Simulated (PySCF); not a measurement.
C8H6, SMILES C12C=CC=C1C=CC=2.

Geometry: ωB97X-D3(BJ)/def2-SVP.

Calculation: PBE/def2-TZVP run with PySCF.

Symmetry labels are those of the subgroup C2h that the program uses (full group C2h).

Computed valence orbital energies around the gap with their symmetry:
| orbital | symmetry | energy (eV) |
|---|---|---|
| HOMO−7 | Bu | -9.66 |
| HOMO−6 | Au | -9.66 |
| HOMO−5 | Ag | -9.21 |
| HOMO−4 | Bu | -8.48 |
| HOMO−3 | Ag | -8.04 |
| HOMO−2 | Bg | -7.57 |
| HOMO−1 | Bg | -6.22 |
| HOMO | Au | -4.78 |
| LUMO | Au | -3.52 |
| LUMO+1 | Bg | -0.01 |
| LUMO+2 | Au | 1.14 |
| LUMO+3 | Bu | 1.26 |
